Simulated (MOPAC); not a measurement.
MOPAC input (MNDO):

```
MNDO PRECISE GNORM=0.05 LET XYZ CHARGE=-1 GEO-OK AUX(PRECISION=9) THREADS=1
C3H3O

C     2.01962942 1    0.03654930 1   -0.25219718 1
C     0.84107937 1   -0.24744500 1    0.00776197 1
C    -0.56243470 1   -0.49639828 1    0.27901808 1
O    -1.41500704 1    0.62914212 1   -0.10445646 1
H    -0.75143795 1   -0.68065096 1    1.34701849 1
H    -0.94041737 1   -1.37362502 1   -0.26678270 1
H    -0.77773291 1    1.26490288 1   -0.45208132 1
```

Output:

```
 *******************************************************************************
 **                                                                           **
 **                              MOPAC v23.2.5                                **
 **                                                                           **
 *******************************************************************************
 ** MOPAC's Digital Object Identifier: https://doi.org/10.5281/zenodo.6511958 **
 **                                                                           **
 ** Please cite the open-source release paper for use of this MOPAC version:  **
 ** J. E. Moussa and J. J. P. Stewart (2026)                                  **
 ** MOPAC: An open-source semiempirical molecular orbital program             **
 ** J. Open Source Softw., 11(119), 8025, https://doi.org/10.21105/joss.08025 **
 *******************************************************************************

                              MNDO CALCULATION RESULTS

 *******************************************************************************
 *  MNDO       - The MNDO Hamiltonian to be used
 *  GEO-OK     - OVERRIDE INTERATOMIC DISTANCE AND OTHER SAFETY CHECKS
 *
 *
 *
 *                 CHARGE ON SYSTEM = -1
 *
 *
 *
 *  LET        - OVERRIDE SOME SAFETY CHECKS
 *  PRECISE    - TIGHTER CRITERIA TO BE USED
 *  XYZ        - CARTESIAN COORDINATE SYSTEM TO BE USED
 *  GNORM      - EXIT WHEN GRADIENT NORM DROPS BELOW 0.050
 *  AUX        - OUTPUT AUXILIARY INFORMATION
 *******************************************************************************
MNDO PRECISE GNORM=0.05 LET XYZ CHARGE=-1 GEO-OK AUX(PRECISION=9) THREADS=1
 C3H3O

   ATOM   CHEMICAL          X               Y               Z
  NUMBER   SYMBOL      (ANGSTROMS)     (ANGSTROMS)     (ANGSTROMS)

     1       C          2.01962942  *   0.03654930  *  -0.25219718  *
     2       C          0.84107937  *  -0.24744500  *   0.00776197  *
     3       C         -0.56243470  *  -0.49639828  *   0.27901808  *
     4       O         -1.41500704  *   0.62914212  *  -0.10445646  *
     5       H         -0.75143795  *  -0.68065096  *   1.34701849  *
     6       H         -0.94041737  *  -1.37362502  *  -0.26678270  *
     7       H         -0.77773291  *   1.26490288  *  -0.45208132  *

          CARTESIAN COORDINATES

    NO.       ATOM           X           Y           Z

     1         C          2.0196      0.0365     -0.2522
     2         C          0.8411     -0.2474      0.0078
     3         C         -0.5624     -0.4964      0.2790
     4         O         -1.4150      0.6291     -0.1045
     5         H         -0.7514     -0.6807      1.3470
     6         H         -0.9404     -1.3736     -0.2668
     7         H         -0.7777      1.2649     -0.4521

  H: (MNDO): M.J.S. DEWAR, W. THIEL, J. AM. CHEM. SOC., 99, 4899, (1977)
  C: (MNDO): M.J.S. DEWAR, W. THIEL, J. AM. CHEM. SOC., 99, 4899, (1977)
  O: (MNDO): M.J.S. DEWAR, W. THIEL, J. AM. CHEM. SOC., 99, 4899, (1977)

           Empirical Formula: C3 H3 O  =     7 atoms

      MOLECULAR POINT GROUP   :   Cs

      RHF CALCULATION, NO. OF DOUBLY OCCUPIED LEVELS = 11

          Geometry optimization using EF

          DIAGONAL MATRIX USED AS START HESSIAN

 CYCLE:     1  GRAD.:   102.474 HEAT:  35.68579
 CYCLE:     2  GRAD.:   525.820 HEAT:  62.86387
 CYCLE:     3  GRAD.:   569.441 HEAT:  72.81893
 CYCLE:     4  GRAD.:   133.267 HEAT:  38.25402
 CYCLE:     5  GRAD.:   442.685 HEAT:  72.85333
 CYCLE:     6  GRAD.:   423.718 HEAT:  56.68597
 CYCLE:     7  GRAD.:   478.518 HEAT:  70.90508
 CYCLE:     8  GRAD.:   387.016 HEAT:  66.37644
 CYCLE:     9  GRAD.:   618.850 HEAT:  70.46326
 CYCLE:    10  GRAD.:    79.271 HEAT:  33.59655
 CYCLE:    11  GRAD.:   137.838 HEAT:  37.68626
 CYCLE:    12  GRAD.:    24.000 HEAT:  31.71557
 CYCLE:    13  GRAD.:    23.704 HEAT:  31.85816
 CYCLE:    14  GRAD.:     6.478 HEAT:  31.49224
 CYCLE:    15  GRAD.:     6.896 HEAT:  31.47375
 CYCLE:    16  GRAD.:     2.798 HEAT:  31.45662
 CYCLE:    17  GRAD.:     2.780 HEAT:  31.44409
 CYCLE:    18  GRAD.:     8.050 HEAT:  31.46050
 CYCLE:    19  GRAD.:     0.638 HEAT:  31.44168
 CYCLE:    20  GRAD.:     0.321 HEAT:  31.44139
 CYCLE:    21  GRAD.:     0.069 HEAT:  31.44132
 CYCLE:    22  GRAD.:     0.031 HEAT:  31.44132

     GRADIENT =  0.03137 IS LESS THAN CUTOFF =  0.05000

 -------------------------------------------------------------------------------
 MNDO PRECISE GNORM=0.05 LET XYZ CHARGE=-1 GEO-OK AUX(PRECISION=9) THREADS=1
 C3H3O

     GEOMETRY OPTIMISED USING EIGENVECTOR FOLLOWING (EF).
     SCF FIELD WAS ACHIEVED

                              MNDO CALCULATION
                                                       MOPAC v23.2.5 Linux

          FINAL HEAT OF FORMATION =         31.44132 KCAL/MOL =     131.55047 KJ/MOL

          COSMO AREA              =         97.49 SQUARE ANGSTROMS
          COSMO VOLUME            =         79.42 CUBIC ANGSTROMS

          GRADIENT NORM           =          0.03137          =       0.01186 PER ATOM
          IONIZATION POTENTIAL    =          3.512638 EV
          HOMO LUMO ENERGIES (EV) =         -3.513  8.466
          NO. OF FILLED LEVELS    =         11
          MOLECULAR WEIGHT        =         55.0561         POINT GROUP:  Cs

          MOLECULAR DIMENSIONS (Angstroms)

            Atom       Atom       Distance
            O     4    C     1     3.51393
            H     7    H     5     2.66886
            H     5    H     6     1.68335

          SCF CALCULATIONS        =         23

   ATOM   CHEMICAL          X               Y               Z
  NUMBER   SYMBOL      (ANGSTROMS)     (ANGSTROMS)     (ANGSTROMS)

     1       C          2.03703972  *  -0.02316632  *  -0.22859025  *
     2       C          0.84523892  *  -0.20444632  *  -0.01119417  *
     3       C         -0.54597923  *  -0.45681061  *   0.26009153  *
     4       O         -1.41910765  *   0.59607501  *  -0.08977363  *
     5       H         -0.72218678  *  -0.68165880  *   1.35493639  *
     6       H         -0.91330298  *  -1.38244366  *  -0.27707679  *
     7       H         -0.94902722  *   1.32752433  *  -0.45892368  *

                             CARTESIAN COORDINATES

   1    C        2.037039725    -0.023166322    -0.228590252
   2    C        0.845238922    -0.204446319    -0.011194167
   3    C       -0.545979227    -0.456810605     0.260091534
   4    O       -1.419107649     0.596075014    -0.089773629
   5    H       -0.722186784    -0.681658805     1.354936390
   6    H       -0.913302984    -1.382443657    -0.277076789
   7    H       -0.949027222     1.327524329    -0.458923683

           Empirical Formula: C3 H3 O  =     7 atoms

      MOLECULAR POINT GROUP   :   Cs

                  EIGENVALUES
 -37.11431 -27.85697 -21.61886 -14.05751 -10.67965 -10.35157  -9.04509  -6.63085
  -3.69178  -3.67398  -3.51264   8.46643   8.77662   9.24126   9.82342  10.27381
  11.23293  11.82422  14.90148

              NET ATOMIC CHARGES AND DIPOLE CONTRIBUTIONS

  ATOM NO.   TYPE          CHARGE      No. of ELECS.   s-Pop       p-Pop
    1          C          -0.267271        4.2673     1.66896     2.59831
    2          C          -0.736054        4.7361     1.24856     3.48750
    3          C           0.357966        3.6420     1.17339     2.46865
    4          O          -0.385350        6.3853     1.82133     4.56402
    5          H          -0.070167        1.0702     1.07017
    6          H          -0.070167        1.0702     1.07017
    7          H           0.171042        0.8290     0.82896
 DIPOLE           X         Y         Z       TOTAL
 POINT-CHG.    -3.904     0.700     0.156     3.969
 HYBRID        -1.258    -0.073     0.179     1.273
 SUM           -5.162     0.627     0.335     5.210

          ATOMIC ORBITAL ELECTRON POPULATIONS

     Atom    s        px        py        pz
    1  C   1.66896   1.16925   0.70761   0.72146
    2  C   1.24856   0.94696   1.27626   1.26428
    3  C   1.17339   0.83432   0.79363   0.84070
    4  O   1.82133   1.46037   1.26780   1.83585
    5  H   1.07017
    6  H   1.07017
    7  H   0.82896

 **********************
 *                    *
 * JOB ENDED NORMALLY *
 *                    *
 **********************

 == MOPAC DONE ==
```

The dipole moment of an ion depends on the origin.

The geometry given is a B3LYP-D3(BJ)/def2-TZVP minimum.
